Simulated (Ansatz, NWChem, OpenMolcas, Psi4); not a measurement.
## Computed against measured: atomisation enthalpy at 298 K

8 molecules holding an element from Na to Cl; the atomisation enthalpy at 298 K in kJ/mol, computed less measured. Shapes, held fixed at every level: PBE0-D4/def2-TZVP. Flexible molecules stand in one conformer, not always the lowest. Thermal terms are harmonic and unscaled (PBE0-D4/def2-TZVP); the spin-orbit lowering of the free atoms is taken from their spectra. Programs: Ansatz 0.2.0, NWChem 7.3.0, OpenMolcas 26.06, Psi4 1.11. A level may come from different programs for different species; with the same settings they agree closely. Measured values: Active Thermochemical Tables, CRC Handbook of Chemistry and Physics, NIST-JANAF tables.

Levels: A = SVWN5/aug-cc-pVDZ; B = BLYP/aug-cc-pVDZ; C = B3LYP-D4/def2-TZVPP; D = wB97X-V/def2-TZVPP.

```json
{"molecule": "BClF2 (SMILES FB(F)Cl)", "from tabulated heats": "1736", "A": "+252", "B": "-67", "C": "-15", "D": "-2"}
{"molecule": "SOF2 (thionyl fluoride)", "from tabulated heats": "1229", "A": "+305", "B": "-75", "C": "+15", "D": "+42"}
{"molecule": "CH2Cl2 (SMILES ClCCl)", "from tabulated heats": "1490", "A": "+231", "B": "-68", "C": "-18", "D": "-1"}
{"molecule": "CH2ClF (chlorofluoromethane)", "from tabulated heats": "1617", "A": "+272", "B": "-43", "C": "-10", "D": "+2"}
{"molecule": "SiH3Cl (chlorosilane)", "from tabulated heats": "1367", "A": "+85", "B": "-93", "C": "-10", "D": "+10"}
{"molecule": "SiH2F2 (SMILES F[SiH2]F)", "from tabulated heats": "1836", "A": "+97", "B": "-155", "C": "-41", "D": "-23"}
{"molecule": "PH2(PH2) (diphosphine)", "from tabulated heats": "1484", "A": "+171", "B": "-54", "C": "+25", "D": "+39"}
{"molecule": "SiH3(SiH3) (disilane)", "from tabulated heats": "2128", "A": "+152", "B": "-100", "C": "+21", "D": "+41"}
```

Q: Which level does best on this set, which worst, and which err to one side?

A: 
```csv
level,kind,mean error,mean absolute error,worst case
SVWN5/aug-cc-pVDZ,LDA,+195.6,195.6,SOF2
BLYP/aug-cc-pVDZ,GGA,-81.9,81.9,SiH2F2
B3LYP-D4/def2-TZVPP,global hybrid,-4.1,19.4,SiH2F2
wB97X-V/def2-TZVPP,range-separated hybrid,+13.5,20.0,SOF2
```

On this set B3LYP-D4/def2-TZVPP has the smallest mean absolute error and SVWN5/aug-cc-pVDZ the largest. SVWN5/aug-cc-pVDZ is too high in 8 of 8; BLYP/aug-cc-pVDZ is too low in 8 of 8. The heats of SiH3Cl, PH2(PH2) come from older tables and can be uncertain by 10 kJ/mol or more. Heats of the atoms come from ATcT where it has them, that of boron, 570 kJ/mol, from recent work. The levels differ in basis as well as in method. With so many references in doubt the order of the levels isn't settled. The tabulated values of BClF2, SOF2, SiH2F2, SiH3(SiH3) are in doubt (older tables, estimates, or at odds with other calculations) and kept here. Over the 4 molecules whose values aren't doubted the mean absolute errors are A 189.8; B 64.5; C 15.8; D 13.0. The smallest two are near a tie. The set is small.
